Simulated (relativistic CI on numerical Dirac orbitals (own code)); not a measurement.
## Electric-dipole lines of Tm24+

Method of calculation: Dirac-Coulomb-Breit CI, KLI orbitals optimised for each configuration, QED by a radiative potential, unscaled Slater integrals (own radial code, finite nucleus).

Configurations in the expansion (outside the closed core [Ar] 3d10): 4s²4p⁶4d⁹, 4s²4p⁵4d¹⁰, 4s²4p⁶4d⁸4f, 4s4p⁶4d¹⁰, 4s²4p⁵4d⁹4f, 4s²4p⁶4d⁸5s, 4s4p⁶4d⁹4f, 4s²4p⁶4d⁸5p, 4s²4p⁶4d⁷4f5s, 4s²4p⁶4d⁸5d, 4s²4p⁵4d⁹5s, 4s²4p⁶4d⁷5s5p, 4s²4p⁶4d⁷5s², 4s²4p⁶4d⁶4f5s², 4s²4p⁵4d⁷4f5s², 4s4p⁶4d⁷4f5s². Double excitations out of closed p, d and f shells are left out; levels of such configurations are missing from the list, as are those of other unlisted configurations, and high levels can miss mixing partners.

| λ vac (Å) | Lower | Upper | A (s⁻¹) | log gf | S velocity/length |
| --- | --- | --- | --- | --- | --- |
| 37.283 | 4s²4p⁶4d⁹ ²D5/2 [1] | 4s²4p⁶4d⁸5p ²P°3/2 [134] | 7.04e+11 | -0.23 | 0.97 |
| 37.293 | 4s²4p⁶4d⁹ ²D3/2 [2] | 4s²4p⁶4d⁸5p ²F°5/2 [170] | 6.66e+11 | -0.08 | 0.98 |
| 37.423 | 4s²4p⁶4d⁹ ²D5/2 [1] | 4s²4p⁶4d⁸5p ²D°5/2 [127] | 5.30e+11 | -0.18 | 0.98 |
| 37.615 | 4s²4p⁶4d⁹ ²D5/2 [1] | 4s²4p⁶4d⁸5p ²D°5/2 [124] | 5.88e+11 | -0.13 | 0.98 |
| 37.670 | 4s²4p⁶4d⁹ ²D5/2 [1] | 4s²4p⁶4d⁸5p ²F°7/2 [123] | 5.08e+11 | -0.06 | 0.96 |
| 37.698 | 4s²4p⁶4d⁹ ²D3/2 [2] | 4s²4p⁶4d⁸5p ²D°3/2 [154] | 6.49e+11 | -0.26 | 0.97 |
| 38.082 | 4s²4p⁶4d⁹ ²D5/2 [1] | 4s²4p⁶4d⁸5p ²F°7/2 [117] | 4.64e+11 | -0.09 | 0.92 |
| 38.364 | 4s²4p⁶4d⁹ ²D5/2 [1] | 4s²4p⁶4d⁸5p ⁴G°5/2 [112] | 3.30e+11 | -0.36 | 0.92 |
| 38.382 | 4s²4p⁶4d⁹ ²D3/2 [2] | 4s²4p⁶4d⁸5p ²P°3/2 [137] | 6.05e+11 | -0.27 | 0.91 |
| 52.829 | 4s²4p⁶4d⁹ ²D3/2 [2] | 4s²4p⁵4d¹⁰ ²P°1/2 [85] | 5.48e+12 | 0.66 | 0.78 |
| 55.341 | 4s²4p⁶4d⁹ ²D5/2 [1] | 4s²4p⁶4d⁸4f ²F°7/2 [82] | 4.89e+12 | 1.25 | 0.70 |
| 55.448 | 4s²4p⁶4d⁹ ²D3/2 [2] | 4s²4p⁶4d⁸4f ²F°5/2 [84] | 4.90e+12 | 1.13 | 0.70 |
| 55.736 | 4s²4p⁶4d⁹ ²D5/2 [1] | 4s²4p⁶4d⁸4f ²P°3/2 [81] | 4.91e+12 | 0.96 | 0.70 |
| 55.805 | 4s²4p⁶4d⁹ ²D5/2 [1] | 4s²4p⁶4d⁸4f ²D°5/2 [80] | 4.81e+12 | 1.13 | 0.61 |
| 56.196 | 4s²4p⁶4d⁹ ²D3/2 [2] | 4s²4p⁶4d⁸4f ²D°3/2 [83] | 4.69e+12 | 0.95 | 0.61 |
| 68.435 | 4s²4p⁶4d⁸4f ⁴I°15/2 [11] | 4s²4p⁵4d⁹4f ²I13/2 [198] | 2.42e+11 | 0.38 | 0.73 |
| 68.774 | 4s²4p⁶4d⁸4f ⁴I°13/2 [9] | 4s²4p⁵4d⁹4f ²I11/2 [191] | 2.60e+11 | 0.35 | 0.73 |
| 71.665 | 4s²4p⁶4d⁸4f ²H°9/2 [19] | 4s²4p⁵4d⁹4f ²F7/2 [185] | 2.48e+11 | 0.18 | 0.79 |
| 72.329 | 4s²4p⁶4d⁸4f ⁴G°11/2 [17] | 4s²4p⁵4d⁹4f ⁴F9/2 [177] | 3.00e+11 | 0.37 | 0.80 |
| 72.336 | 4s²4p⁶4d⁸4f ⁴F°9/2 [7] | 4s²4p⁵4d⁹4f ²F7/2 [155] | 1.38e+11 | -0.06 | 0.80 |
| 72.385 | 4s²4p⁶4d⁸4f ⁴F°5/2 [4] | 4s²4p⁵4d⁹4f ⁴D3/2 [146] | 2.09e+11 | -0.18 | 0.79 |
| 72.525 | 4s²4p⁶4d⁸4f ⁴I°15/2 [11] | 4s²4p⁵4d⁹4f ⁴H13/2 [160] | 6.66e+11 | 0.87 | 0.79 |
| 72.601 | 4s²4p⁶4d⁸4f ⁴H°13/2 [15] | 4s²4p⁵4d⁹4f ⁴G11/2 [167] | 5.68e+11 | 0.73 | 0.79 |
| 72.679 | 4s²4p⁶4d⁸4f ⁴I°13/2 [9] | 4s²4p⁵4d⁹4f ²H11/2 [156] | 5.95e+11 | 0.75 | 0.79 |
| 73.014 | 4s²4p⁶4d⁸4f ⁴H°11/2 [12] | 4s²4p⁵4d⁹4f ⁴G9/2 [157] | 6.29e+11 | 0.70 | 0.80 |
| 73.232 | 4s²4p⁶4d⁸4f ⁴F°7/2 [5] | 4s²4p⁵4d⁹4f ²F5/2 [143] | 1.47e+11 | -0.15 | 0.81 |
| 73.391 | 4s²4p⁶4d⁸4f ⁴I°13/2 [38] | 4s²4p⁵4d⁹4f ²H11/2 [192] | 4.21e+11 | 0.61 | 0.79 |
| 73.433 | 4s²4p⁶4d⁸4f ⁴F°7/2 [5] | 4s²4p⁵4d⁹4f ⁴D5/2 [141] | 2.43e+11 | 0.07 | 0.81 |
| 73.507 | 4s²4p⁶4d⁸4f ⁴I°11/2 [32] | 4s²4p⁵4d⁹4f ⁴G9/2 [187] | 4.50e+11 | 0.56 | 0.80 |
| 73.603 | 4s²4p⁶4d⁸4f ⁴F°5/2 [4] | 4s²4p⁵4d⁹4f ²D3/2 [139] | 1.88e+11 | -0.21 | 0.80 |
| 73.933 | 4s²4p⁶4d⁸4f ²G°9/2 [16] | 4s²4p⁵4d⁹4f ²F7/2 [155] | 3.63e+11 | 0.38 | 0.81 |
| 74.014 | 4s²4p⁶4d⁸4f ²K°13/2 [40] | 4s²4p⁵4d⁹4f ²I11/2 [191] | 2.56e+11 | 0.40 | 0.70 |
| 74.105 | 4s²4p⁶4d⁸4f ²K°15/2 [47] | 4s²4p⁵4d⁹4f ²I13/2 [198] | 3.65e+11 | 0.62 | 0.70 |
| 74.252 | 4s²4p⁶4d⁸4f ⁴F°9/2 [7] | 4s²4p⁵4d⁹4f ⁴D7/2 [142] | 2.40e+11 | 0.20 | 0.82 |
| 74.680 | 4s²4p⁶4d⁸4f ⁴F°5/2 [4] | 4s²4p⁵4d⁹4f ²G7/2 [131] | 8.95e+10 | -0.22 | 0.81 |
| 75.441 | 4s²4p⁶4d⁸4f ⁴G°11/2 [17] | 4s²4p⁵4d⁹4f ²G9/2 [152] | 1.97e+11 | 0.22 | 0.84 |
| 75.570 | 4s²4p⁶4d⁸4f ⁴F°7/2 [5] | 4s²4p⁵4d⁹4f ⁴G9/2 [126] | 8.25e+10 | -0.15 | 0.88 |
| 76.447 | 4s²4p⁶4d⁸4f ⁴H°13/2 [15] | 4s²4p⁵4d⁹4f ⁴H13/2 [138] | 1.67e+11 | 0.31 | 0.89 |
| 76.468 | 4s²4p⁶4d⁸4f ⁴F°9/2 [7] | 4s²4p⁵4d⁹4f ⁴G9/2 [126] | 1.56e+11 | 0.13 | 0.87 |
| 76.822 | 4s²4p⁶4d⁸4f ⁴F°7/2 [5] | 4s²4p⁵4d⁹4f ⁴D7/2 [121] | 1.18e+11 | -0.08 | 0.86 |
| 77.024 | 4s²4p⁶4d⁸4f ⁴H°11/2 [12] | 4s²4p⁵4d⁹4f ⁴G11/2 [130] | 2.13e+11 | 0.36 | 0.89 |
| 77.606 | 4s²4p⁶4d⁸4f ²H°9/2 [19] | 4s²4p⁵4d⁹4f ²H9/2 [140] | 2.61e+11 | 0.37 | 0.87 |
| 78.234 | 4s²4p⁶4d⁸4f ⁴G°11/2 [17] | 4s²4p⁵4d⁹4f ²H11/2 [135] | 2.13e+11 | 0.37 | 0.90 |
| 78.546 | 4s²4p⁶4d⁸4f ⁴I°13/2 [9] | 4s²4p⁵4d⁹4f ⁴I13/2 [120] | 2.01e+11 | 0.42 | 0.92 |
| 79.483 | 4s²4p⁶4d⁸4f ⁴I°15/2 [11] | 4s²4p⁵4d⁹4f ⁴I15/2 [118] | 2.01e+11 | 0.48 | 0.94 |

Terms are leading LS components. Brackets give the number of a level in order of energy, since labels repeat. The list gives strong lines, with weight on those to low levels, among the lowest 200 of 2955 levels, so that lines to higher ones, which can be the strongest, are missing. Levels whose partners in the same complex of configurations lie outside the list can be far off, and so can their lines. Rates are taken at the computed energies, electric ones in the length gauge. A velocity-to-length ratio far from 1 marks an uncertain rate.

At this charge energies of transitions that change n are usually good to better than 1 %, and those within a shell (Δn = 0) to a few per cent.

LS names give the leading component of a level, which can be under half, so a name can repeat, a term be missing and a line seem to break the LS rules.
